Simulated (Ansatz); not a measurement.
Mulliken charges of `[NH2][Mo](=[S])(=[S])[Cl]` from PBE/def2-TZVPP in Ansatz (PBE0-D4/def2-TZVP geometry).

```json
{"atom": "N1", "x (Å)": "-0.662", "y (Å)": "0.993", "z (Å)": "-0.208", "charge (e)": "-0.442"}
{"atom": "Mo2", "x (Å)": "0.377", "y (Å)": "-0.563", "z (Å)": "0.114", "charge (e)": "0.893"}
{"atom": "S3", "x (Å)": "2.356", "y (Å)": "-0.152", "z (Å)": "-0.435", "charge (e)": "-0.291"}
{"atom": "S4", "x (Å)": "-0.405", "y (Å)": "-2.122", "z (Å)": "-1.047", "charge (e)": "-0.291"}
{"atom": "Cl5", "x (Å)": "0.288", "y (Å)": "-1.117", "z (Å)": "2.296", "charge (e)": "-0.263"}
{"atom": "H6", "x (Å)": "-0.275", "y (Å)": "1.925", "z (Å)": "-0.234", "charge (e)": "0.197"}
{"atom": "H7", "x (Å)": "-1.618", "y (Å)": "0.967", "z (Å)": "-0.531", "charge (e)": "0.197"}
```

Task: By hand: the dipole of these point charges (1 e Å = 4.8032 D).

Result: Σ q r = (-0.387, 0.584, -0.130) e Å, of length 0.713 e Å = 3.42 D.

Task: How does the dipole of the full density compare? (An estimate is asked.)

Result: Ansatz gave: (-0.383, 0.580, -0.138) e Å, 3.40 D; the point charges give 1.01 times that, at 1° from its direction.

Point charges leave out the atoms' own dipoles, such as those of lone pairs, and Mulliken's split depends on the basis, so the close match here is no proof of good charges.
